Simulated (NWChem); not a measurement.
C₂H₆OTe; SMILES CO[Te]C

All runs: NWChem. Structure relaxed at the PBE0/def2-SVP level. Not confirmed as a minimum by frequencies. def2 effective core potentials on Te; no spin-orbit coupling. Gas phase, vertical. One conformer.

B3LYP/def2-SVPD, TDA puts singlet state 4 at 5.20 eV with oscillator strength 0.090.

Task: Give the wavelength, the transition dipole and the radiative lifetime of that state in vacuum.

Result: 
1. λ = 1239.84/5.20 = 238 nm, or 41940 cm⁻¹.
2. f = (2/3) ΔE μ² in atomic units, so μ = √(1.5 f/ΔE) = 0.84 a.u. = 2.14 D.
3. τ = 1.499 s cm⁻² / (f ν²) = 9.5 ns, for a non-degenerate state that emits at the vertical energy; a higher state like this one mostly decays faster by other paths.
